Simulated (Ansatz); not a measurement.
C₂H₆AlCl₃O, SMILES `C[O+](C)[Al-]([Cl])([Cl])[Cl]`. Total charge 0; spin multiplicity 1.

```xyz
13

C    -0.3801   -1.3057    0.5989
O     0.2751   -0.0847    0.2206
C    -0.0607    1.0079    1.0904
Al    0.5112    0.2789   -1.6460
Cl    1.8027    1.9438   -1.6316
Cl    1.3255   -1.5255   -2.3678
Cl   -1.4860    0.6744   -2.2151
H    -0.0954   -1.5439    1.6243
H    -1.4616   -1.1816    0.5154
H    -0.0321   -2.0801   -0.0802
H     0.2191    0.7341    2.1082
H    -1.1310    1.2128    1.0239
H     0.5132    1.8697    0.7589
```

(1) What are the harmonic wavenumbers in cm⁻¹ at PBE0-D4/def2-TZVP (Ansatz, finite differences of forces, unscaled)? (Estimate.)

(2) Is this a minimum?

(3) Give the ideal-gas thermochemistry at 298.15 K and 1 bar (rigid rotor, harmonic oscillator; point group Cs, symmetry number 1).

(4) And at 400, 500, 600, 800 and 1000 K?

(5) Rotational constants (cm⁻¹)?

## Answers

(1) Ansatz gave: 44, 84, 109, 136, 157, 174, 178, 192, 250, 281, 332, 395, 500, 564, 577, 924, 1083, 1164, 1177, 1204, 1289, 1455, 1478, 1483, 1483, 1495, 1503, 3061, 3065, 3149, 3152, 3192, 3192.

(2) Yes, all 33 modes are real.

(3) Zero-point energy 230.4 kJ/mol; H(298) − E = 260.8 kJ/mol; entropy 434.4 J/(mol·K), of which translation 173.6, rotation 126.4, vibration 134.4; G(298) − E = 131.2 kJ/mol. Modes under 100 cm⁻¹ are hindered rotations or soft bends, so the harmonic entropy is rough.

(4) 
```tsv
T (K)	H − E (kJ/mol)	S (J/mol/K)	G − E (kJ/mol)
400	276.9	480.7	84.6
500	294.6	520.2	34.5
600	313.9	555.4	-19.3
800	356.6	616.6	-136.7
1000	403.3	668.6	-265.3
```

(5) 0.03454, 0.03367, 0.02992.
